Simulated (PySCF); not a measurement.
TiCl2O, SMILES [Ti]([Cl])([Cl])=[O], multiplicity 1. The structure is a stationary point at ωB97X-D3(BJ)/def2-SVP. The multiplicity is an assumed one; other spin states were not compared. The isomer is the one that the SMILES or the coordinates give; other isomers of the formula were not compared.

### Question
Give the equilibrium geometry at ωB97X-D3(BJ)/def2-SVP (PySCF confirms it by a frequency run) as bond lengths and angles, and its point group. (Estimate from the structure and the level; the computed values follow.)

### Answer
point group C2v.
Atoms: Ti1 Cl2 Cl3 O4. Bond lengths (Å): Ti1–Cl2 2.214, Ti1–Cl3 2.214, Ti1–O4 1.562. Bond angles (°): Cl2–Ti1–Cl3 129.5, Cl2–Ti1–O4 115.3, Cl3–Ti1–O4 115.3.
